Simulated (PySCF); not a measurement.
Species: C3H10NO2Si (doublet state).
Geometry (GFN2-xTB, Å), atoms numbered from 1 in this order:
```
atom  x, y, z in Å
C1    -1.7502    0.8263    0.3665
C2    -1.7898   -0.1674   -0.7835
O3    -0.5041   -0.4431   -1.2929
Si4    0.6827   -1.2940   -0.5932
O5     0.0111   -2.4558    0.3585
N6     1.6423   -0.2859    0.4573
C7     2.0868    1.0243    0.0463
H8    -1.1711    0.4134    1.1890
H9    -1.2832    1.7546    0.0450
H10   -2.7601    1.0373    0.7098
H11   -2.3656    0.2375   -1.6223
H12   -2.2530   -1.1035   -0.4550
H13    0.5276   -2.9053    1.0203
H14    2.3439   -0.7454    1.0217
H15    1.3114    1.4738   -0.5685
H16    3.0142    0.9946   -0.5359
H17    2.2502    1.6507    0.9263
```

The hyperfine couplings belong to this conformer and change with its torsions.

Identity: `[Si](OCC)(O)NC` [radical].

Theory: PySCF, UKS B3LYP, pcH-1 on C H N O Si, non-relativistic, mean-field spin-orbit, GIAO. Isolated species at its GFN2-xTB geometry (one conformer only). Couplings are sensitive to structure, and on GFN2-xTB geometries they can be far from those on DFT ones, by a factor of two or more for some ions and for spin on atoms past the first row. Stability of the SCF solution: not tested.

Task: What is the g tensor, term by term?

Result: 
```csv
Δg (ppm),1,2,3
relativistic mass correction,-197,-197,-197
gauge correction,108,87,34
orbital Zeeman/spin–orbit,-1380,-357,-111
total,-1469,-467,-273
```

So g = 2.00085, 2.00185, 2.00205 and g_iso = 2.00158; the tensor is rhombic: the two nearest values differ by 16 % of g3 − g1. 

Task: What effective moment and Curie constant follow for a powder?

Result: With the mean of g² = 4.0063 and S(S+1) = 0.75: μ_eff = √(⟨g²⟩S(S+1)) = 1.733 μB and χT = 0.12505·⟨g²⟩·S(S+1) = 0.376 cm³ K/mol (cgs; spin-Hamiltonian part alone).

Task: At 93.601 GHz, how far is the centre of the isotropic spectrum from where a free electron (g = 2.002319) resonates?

Result: B = hν/(g μB) with μB/h = 13.99624 MHz/mT gives 3339.92 mT for the free electron and 3341.14 mT at g_iso, 1.23 mT higher.

Task: In a frozen sample, at which fields do the three g values resonate at 9.5, 34, 94 and 263 GHz (hyperfine left aside), and which band first spreads them over more than twice a line width of 0.3 mT?

Result: 
```json
{"band": "X", "GHz": "9.5", "B(g3) mT": "339.03", "B(g2) mT": "339.06", "B(g1) mT": "339.23", "spread mT": "0.20"}
{"band": "Q", "GHz": "34.0", "B(g3) mT": "1213.37", "B(g2) mT": "1213.49", "B(g1) mT": "1214.10", "spread mT": "0.72"}
{"band": "W", "GHz": "94.0", "B(g3) mT": "3354.61", "B(g2) mT": "3354.94", "B(g1) mT": "3356.62", "spread mT": "2.00"}
{"band": "J", "GHz": "263.0", "B(g3) mT": "9385.77", "B(g2) mT": "9386.68", "B(g1) mT": "9391.38", "spread mT": "5.61"}
```

The spread grows in proportion to the frequency. Q band is the first where it exceeds 0.6 mT.

The largest Mulliken spin populations are on Si4 (+0.76) and N6 (+0.14). The angles at Si4 add up to 326.4°, so it is pyramidal.

The HOMO–LUMO gaps are 5.55 eV among the α and 4.94 eV among the β orbitals.
